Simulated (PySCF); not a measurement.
4-aminothiophenol, C₆H₇NS.
Cartesian coordinates in Å at the PBE0-D3(BJ)/def2-SVP level; atoms count from 1:
```
atom  x, y, z in Å
N1    -2.619    0.190   -0.027
C2    -1.242    0.061   -0.006
C3    -0.410    1.178    0.165
C4     0.972    1.043    0.237
C5     1.577   -0.214    0.140
S6     3.328   -0.468    0.218
C7     0.752   -1.332   -0.031
C8    -0.629   -1.198   -0.103
H9    -2.977    1.102   -0.276
H10   -3.130   -0.565   -0.464
H11   -0.854    2.174    0.248
H12    1.586    1.938    0.369
H13    3.665    0.825    0.397
H14    1.196   -2.327   -0.111
H15   -1.247   -2.090   -0.234
```

Method: PBE0-D3(BJ)/def2-SVP geometry optimisation, gas phase in PySCF 2.14.0.

Take the most abundant isotopes and a rigid rotor. The values belong to one conformer with, in the numbering `[NH2:1][c:2]1[cH:3][cH:4][c:5]([SH:6])[cH:7][cH:8]1`, C4–C5–S6–H 1°.

Give the principal moments of inertia and the rotational constants in MHz.

Ia = 91.24, Ib = 516.80, Ic = 607.68 u·Å²; 505379 MHz·u·Å²/I gives A = 5539, B = 977.9, C = 831.7 MHz.

What kind of rotor is it?

A near-prolate asymmetric top: κ = (2 × 977.9 − 5539 − 831.7)/(5539 − 831.7) = -0.94.

Is it planar, by Δ = Ic − Ia − Ib?

Not planar: Δ = Ic − Ia − Ib = -0.37 u·Å². For a rigid frame Δ = −2 Σ m c², so Σ m c² = 0.18 u·Å² lies off the ab plane: 0.15 from hydrogen and 0.03 from heavier atoms. The atom farthest from that plane is 0.28 Å away.

Give the other two planar moments, Paa and Pbb, and the rms extents of the mass along the axes.

Paa = Σ m a² = (Ib + Ic − Ia)/2 = 516.62 and Pbb = Σ m b² = (Ia + Ic − Ib)/2 = 91.06 u·Å². With the mass M = 125.03 u, the rms extents √(P/M) along a, b and c are 2.03, 0.85, 0.04 Å.

Which lines would a microwave search look for?

The dipole components are |μa| = 2.48 D, |μb| = 0.86 D, |μc| = 0.91 D. Intensities carry the squares of the components, which stand as 1.00 : 0.12 : 0.13 (a : b : c). Some lines, for components of 0.1 D or more:

| type | branch | J(Ka,Kc) | MHz | lower level (cm⁻¹) |
| --- | --- | --- | --- | --- |
| a | Q | 2(1,1) ← 2(1,2) | 439 | 0.328 |
| a | Q | 3(1,2) ← 3(1,3) | 877 | 0.502 |
| b | R | 3(0,3) ← 2(1,2) | 997 | 0.328 |
| b | R | 4(0,4) ← 3(1,3) | 2993 | 0.502 |
| c | Q | 3(1,3) ← 3(0,3) | 4210 | 0.362 |
| c | Q | 1(1,1) ← 1(0,1) | 4561 | 0.060 |
| b | Q | 3(1,2) ← 3(0,3) | 5088 | 0.362 |
| a | R | 3(1,3) ← 2(1,2) | 5207 | 0.328 |
| a | R | 3(0,3) ← 2(0,2) | 5415 | 0.181 |
| c | R | 1(1,0) ← 0(0,0) | 6517 | 0.000 |
| c | R | 2(1,1) ← 1(0,1) | 8472 | 0.060 |
| c | Q | 4(2,3) ← 4(1,3) | 13177 | 0.782 |
| c | Q | 2(2,1) ← 2(1,1) | 13682 | 0.343 |
| b | Q | 2(2,0) ← 2(1,1) | 13686 | 0.343 |
| b | Q | 4(2,3) ← 4(1,4) | 14639 | 0.733 |
| b | R | 3(2,2) ← 2(1,1) | 19111 | 0.343 |
| c | R | 3(2,1) ← 2(1,1) | 19128 | 0.343 |
| c | R | 3(2,2) ← 2(1,2) | 19550 | 0.328 |
| b | R | 3(2,1) ← 2(1,2) | 19567 | 0.328 |
| b | R | 4(2,2) ← 3(1,3) | 21630 | 0.502 |
| b | Q | 3(3,0) ← 3(2,1) | 23155 | 0.981 |
| b | Q | 4(3,2) ← 4(2,3) | 23181 | 1.222 |
| b | R | 3(3,0) ← 2(2,1) | 28600 | 0.799 |
| b | R | 4(3,2) ← 3(2,1) | 30399 | 0.981 |
| c | Q | 4(4,1) ← 4(3,1) | 32431 | 1.995 |
| b | Q | 4(4,1) ← 4(3,2) | 32431 | 1.995 |
| c | R | 4(4,1) ← 3(3,1) | 39676 | 1.753 |

PBE0-D3(BJ)/def2-SVP frequencies: not computed here. Constants of a rigid frame at the computed geometry: no zero-point averaging, no centrifugal distortion. A rigid rotor knows nothing of inversion at nitrogen, which can split or shift real lines. Quadrupole hyperfine structure (14N) is left out.
